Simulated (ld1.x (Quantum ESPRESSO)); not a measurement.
## What the settings do to the TM potential of C

Base potential:

C (Z = 6), norm-conserving Troullier–Martins (Kleinman–Bylander form), made with ld1.x (Quantum ESPRESSO) 7.5 (LDA (PZ), non-relativistic). Core [He], reference 2s2 2p0 (charge +2). Waves: 2s (bound): rc 0.85 bohr; 2p (bound, empty): rc 2.55 bohr. Local part: all-electron potential smoothed inside 2.00 bohr (lloc = -2). Core correction: none.

All-electron outer shells of the reference configuration (LDA (PZ), non-relativistic, ld1.x):

```tsv
shell	level (eV)	outermost node (bohr)	outermost maximum (bohr)
2s	-40.15	0.38	1.13
2p	-31.85	–	1.01
```

Cutoffs, loose and tight: the cutoffs (Ry, on a coarse ladder) from which the occupation-weighted sum of valence levels, in a spherical-Bessel basis at the reference potential, stays within 10 and 1 mRy of its value at 400 Ry. They do not see the model core or the augmentation charge, which bear on the density cutoff. Test errors are all-electron minus pseudo excitation energies from the reference, over the configurations 2s2 2p2; 2s2 2p1; 2s1 2p0; 2s2 2p2.3; 2s1 2p2; 2s1 2p3; 2s0 2p4 (two spin-polarised tests are not counted in the largest error). A dash means not determined; rows that change the core or the reference have their own tests.

Cutoffs are not given where the Bessel-basis levels miss the radial ones by over 6 mRy, ghosts where they miss by over 20 mRy; a channel whose overlap is not positive is not tested.

```csv
change,outcome,"cutoff, loose","cutoff, tight",bound ghosts,largest test error (meV)
base,generated,90 Ry,200 Ry,none,+1198
wave 2s (bound): rc 0.85 bohr becomes 2s (bound): rc 0.56 bohr,generated,–,–,not determined,+1569
wave 2s (bound): rc 0.85 bohr becomes 2s (bound): rc 0.68 bohr,generated,180 Ry,300 Ry,none,+1322
wave 2s (bound): rc 0.85 bohr becomes 2s (bound): rc 0.82 bohr,generated,90 Ry,230 Ry,none,+1204
wave 2s (bound): rc 0.85 bohr becomes 2s (bound): rc 0.94 bohr,generated,40 Ry,100 Ry,none,+1183
wave 2s (bound): rc 0.85 bohr becomes 2s (bound): rc 1.00 bohr,generated,40 Ry,100 Ry,none,+1180
wave 2s (bound): rc 0.85 bohr becomes 2s (bound): rc 1.14 bohr,generated,40 Ry,90 Ry,none,+1188
wave 2s (bound): rc 0.85 bohr becomes 2s (bound): rc 1.24 bohr,generated,35 Ry,90 Ry,none,+1201
```

Reading the sweep of the s radius (base included, trends over the rows without a ghost): The loose cutoff falls from 180 Ry at 0.68 to 35 Ry at 1.24 bohr. A larger radius leaves more room for a smooth pseudo-wave, so fewer plane waves are needed; a smaller one forces it to follow the all-electron wave where it bends sharply. The median size of the test errors (rows with all tests solved) stays near 635.1 meV.
